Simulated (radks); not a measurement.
Task: All-electron atom: Pr50+ in [He] 2s2 2p5. Calculated with a radial shooting solver on a logarithmic mesh with Libxc functionals: non-relativistic Kohn-Sham, TPSS, spin-polarised, spherical densities, point nucleus; open shells are filled with parallel spins first (spin-orbit coupling, left out, can overturn this in heavy ions); meta-GGA in the generalised Kohn-Sham scheme; relativity is left out, which matters for an element this heavy. Some entries of the table are withheld. Estimate them.

orbital,occ.,eigenvalue (hartree),<r> (bohr)
1s up,1,-1602.398,(1)
1s down,1,-1601.975,(2)
2s up,1,-357.6227,0.1072
2s down,1,-356.9602,0.1073
2p up,3,-348.2293,0.09078
2p down,2,-347.4281,0.09087

Result: 
(1) 1s up <r> (bohr): 0.02569
(2) 1s down <r> (bohr): 0.02569
